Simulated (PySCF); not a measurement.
These are ωB97X-D3(BJ)/def2-TZVP // PBE0-D3(BJ)/def2-TZVP (PySCF) values and carry that method's errors. All species are isolated molecules in the gas phase. Delta-SCF ions had no search for a lower state. Excitations are Tamm–Dancoff values on a coarser integration grid. The basis has no diffuse functions, so Rydberg states are missing or too high.

Reference species (SMILES): `[SiH3][GaH][SiH3]` (neutral, multiplicity 1).

S1–T1 gap (TDA): 0.56 eV
LUMO: -0.51 eV
vertical ionisation energy (Delta-SCF): 9.31 eV
T1 excitation (TDA): 3.21 eV

Changed species: `[SiH3][Ga]([SiH3])[SiH3]` (0 of 3 SiH3 replaced by H; the reference has 1 of 3 SiH3 replaced by H).

**Question.** Give the shifts of the S1–T1 gap (TDA), LUMO, vertical ionisation energy (Delta-SCF) and T1 excitation (TDA).

**Answer.** the S1–T1 gap (TDA) drops by 0.04 eV, to 0.52 eV; the LUMO falls by 0.21 eV, to -0.72 eV; the vertical ionisation energy (Delta-SCF) falls by 0.13 eV, to 9.18 eV; the T1 excitation (TDA) decreases by 0.14 eV, to 3.07 eV.
